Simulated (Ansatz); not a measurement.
(NaH)4 ring (Na4H4). Total charge 0; singlet. Geometry PBE-D4/def2-SVP.

Cartesian coordinates in Å:
```
Na 0.436 0.136 2.531
H 1.313 1.746 1.639
Na 1.309 2.185 -0.352
H 0.658 1.547 -2.176
Na -0.437 -0.136 -2.531
H -1.313 -1.746 -1.639
Na -1.309 -2.186 0.352
H -0.658 -1.547 2.176
```

Question: Estimate the orbital energies around the gap (eV) in Ansatz with HF/6-31G, HF/def2-TZVP, PBE-D4/def2-SVP, PBE-D4/def2-TZVPD, r2SCAN0-D4/def2-TZVP.

Answer: 
```json
{"orbital": "HOMO−5", "HF/6-31G": "-40.08", "HF/def2-TZVP": "-39.91", "PBE-D4/def2-SVP": "-27.31", "PBE-D4/def2-TZVPD": "-27.29", "r2SCAN0-D4/def2-TZVP": "-31.42"}
{"orbital": "HOMO−4", "HF/6-31G": "-40.07", "HF/def2-TZVP": "-39.89", "PBE-D4/def2-SVP": "-27.30", "PBE-D4/def2-TZVPD": "-27.28", "r2SCAN0-D4/def2-TZVP": "-31.41"}
{"orbital": "HOMO−3", "HF/6-31G": "-9.33", "HF/def2-TZVP": "-9.34", "PBE-D4/def2-SVP": "-5.43", "PBE-D4/def2-TZVPD": "-5.43", "r2SCAN0-D4/def2-TZVP": "-6.66"}
{"orbital": "HOMO−2", "HF/6-31G": "-8.72", "HF/def2-TZVP": "-8.75", "PBE-D4/def2-SVP": "-4.91", "PBE-D4/def2-TZVPD": "-4.93", "r2SCAN0-D4/def2-TZVP": "-6.13"}
{"orbital": "HOMO−1", "HF/6-31G": "-8.72", "HF/def2-TZVP": "-8.75", "PBE-D4/def2-SVP": "-4.91", "PBE-D4/def2-TZVPD": "-4.93", "r2SCAN0-D4/def2-TZVP": "-6.13"}
{"orbital": "HOMO", "HF/6-31G": "-8.20", "HF/def2-TZVP": "-8.25", "PBE-D4/def2-SVP": "-4.45", "PBE-D4/def2-TZVPD": "-4.48", "r2SCAN0-D4/def2-TZVP": "-5.69"}
{"orbital": "LUMO", "HF/6-31G": "1.05", "HF/def2-TZVP": "1.00", "PBE-D4/def2-SVP": "-0.67", "PBE-D4/def2-TZVPD": "-0.75", "r2SCAN0-D4/def2-TZVP": "0.11"}
{"orbital": "LUMO+1", "HF/6-31G": "1.12", "HF/def2-TZVP": "1.09", "PBE-D4/def2-SVP": "-0.46", "PBE-D4/def2-TZVPD": "-0.69", "r2SCAN0-D4/def2-TZVP": "0.26"}
{"orbital": "LUMO+2", "HF/6-31G": "1.26", "HF/def2-TZVP": "1.10", "PBE-D4/def2-SVP": "-0.29", "PBE-D4/def2-TZVPD": "-0.45", "r2SCAN0-D4/def2-TZVP": "0.38"}
{"orbital": "LUMO+3", "HF/6-31G": "1.27", "HF/def2-TZVP": "1.11", "PBE-D4/def2-SVP": "-0.29", "PBE-D4/def2-TZVPD": "-0.44", "r2SCAN0-D4/def2-TZVP": "0.52"}
{"orbital": "LUMO+4", "HF/6-31G": "1.30", "HF/def2-TZVP": "1.17", "PBE-D4/def2-SVP": "-0.25", "PBE-D4/def2-TZVPD": "-0.44", "r2SCAN0-D4/def2-TZVP": "0.52"}
{"orbital": "LUMO+5", "HF/6-31G": "1.76", "HF/def2-TZVP": "1.95", "PBE-D4/def2-SVP": "-0.02", "PBE-D4/def2-TZVPD": "-0.16", "r2SCAN0-D4/def2-TZVP": "0.69"}
```
